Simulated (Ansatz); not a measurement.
`C[SiH2]BS` + `[OH][GeH3]` → `C[SiH2][O][GeH3]` + `BS` at 500 K and 1 bar (cleavage of the Si–B bond).

Gas-phase electronic energies from Ansatz, PBE0-D4/def2-TZVP geometries. CCSD(T)/CBS is the MP2 limit (def2-TZVPP, def2-QZVPP) plus CCSD(T) − MP2 in def2-TZVPP, frozen cores. This one scheme is used for every species. For Ge outer-core shells are correlated without core-valence functions, which leaves a few kJ/mol of doubt a bond. Scalar relativity is left out up to krypton. Each species was taken in one conformer, which may not be the lowest.

```
           species  CCSD(T)/CBS energy (Eh)  H − E (kJ/mol)  S (J/(mol·K))
       `C[SiH2]BS`               -753.93389           247.9          413.9
      `[OH][GeH3]`              -2153.69723           124.0          309.0
`C[SiH2][O][GeH3]`              -2483.29571           266.1          453.2
              `BS`               -424.38198           102.0          273.9
```

H − E and S are ideal-gas, rigid-rotor, harmonic terms from PBE0-D4/def2-TZVP, for one conformer and one mirror image of each species. 1 Eh = 2625.50 kJ/mol, R = 8.31446 J/(mol·K).

By hand: ΔE, ΔH, ΔS and ΔG.

ΔE = (-2483.29571) + (-424.38198) − (-753.93389) − (-2153.69723) = -0.04657 Eh = -122.3 kJ/mol. Δ(H − E) = 266.1 + 102.0 − 247.9 − 124.0 = -3.8, so ΔH = -126.1 kJ/mol. ΔS = 453.2 + 273.9 − 413.9 − 309.0 = 4.2 J/(mol·K). ΔG = -126.1 − 500 × (4.2)/1000 = -128.2 kJ/mol.

By hand: the equilibrium constant, and the temperature at which ΔG would vanish if ΔH and ΔS stayed fixed.

log₁₀ K = −ΔG/(RT ln 10) = 13.4. ΔH and −TΔS have one sign here, so there is no such temperature.

The number of gas molecules stays the same, so ΔS is small and ΔH decides. A doubt of 5 kJ/mol in ΔE shifts log₁₀ K by 0.5 here. Other conformers and mirror images would add mixing entropy, several J/(mol·K) or more a flexible species. Modes under 60 cm⁻¹, often nearly free rotors, make the harmonic entropy too high. These are equilibria of isolated gas molecules and say nothing of rates. Largest T1 diagnostic: 0.015 (customary marks: 0.02 for closed shells, 0.045 for open ones).

ΔS is within the doubt of such terms, so its sign, and with it that verdict, could turn.
